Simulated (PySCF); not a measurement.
C6H7 (SMILES [CH]1C=CC=CC1), doublet (typed; the unrestricted solution is spin-contaminated), geometry from GFN2-xTB. Base run: HF/3-21G in PySCF.

The PySCF input:
```python
from pyscf import gto, scf

mol = gto.Mole()
mol.atom = '''
    C    -0.77965150   -1.14686069    0.06252894
    C     0.55910388   -1.28478755    0.22490801
    C     1.42146257   -0.17813739    0.17646734
    C     0.89181655    1.10295851   -0.04478363
    C    -0.43876408    1.29955227   -0.21378903
    C    -1.41884640    0.17780953   -0.17614256
    H    -1.43528825   -2.00437918    0.10142508
    H     0.97980506   -2.26619433    0.39601814
    H     2.48296095   -0.31116414    0.30824696
    H     1.56688494    1.94704368   -0.07985955
    H    -0.83702122    2.28914452   -0.38352073
    H    -2.17699713    0.37125471    0.60123268
    H    -1.99107050    0.15108664   -1.11867706
'''
mol.basis = '3-21g'
mol.spin = 1
mol.verbose = 4
mol.build()

mf = scf.UHF(mol)
mf.kernel()
```

Each row names what was changed in the base input (with any setting that the change needs).

| change | ΔE vs base (mEh) | SCF cycles | <S^2> | outcome |
|---|---|---|---|---|
| base | 0.000 | 14 | 1.185 | converged |
| conv_tol = 1e-4 | 0.001 | 9 | 1.184 | converged |
| DIIS = ADIIS | 0.000 | 35 | 1.184 | converged |
| level_shift = 0.1 (with mf.max_cycle = 100) | 0.000 | 15 | 1.185 | converged |
| level_shift = 0.3 (with mf.max_cycle = 100) | 0.000 | 17 | 1.185 | converged |
| solver = newton; init_guess = 1e | 0.000 | - | 1.185 | converged |
| conv_tol = 1e-12 | 0.000 | 19 | 1.185 | converged |
| solver = newton | 0.000 | - | 1.185 | converged |
| DIIS = EDIIS | - | 50 | - | not converged |
| level_shift = 1.0 (with mf.max_cycle = 100) | 0.000 | 28 | 1.185 | converged |
| diis_space = 20 | 0.000 | 14 | 1.185 | converged |
| conv_tol = 1e-11 | 0.000 | 17 | 1.185 | converged |
| conv_tol = 1e-7 | 0.000 | 12 | 1.185 | converged |

Open shells are given as the SCF converged; they aren't shown to be the lowest states, and a large step between rows can be another state.
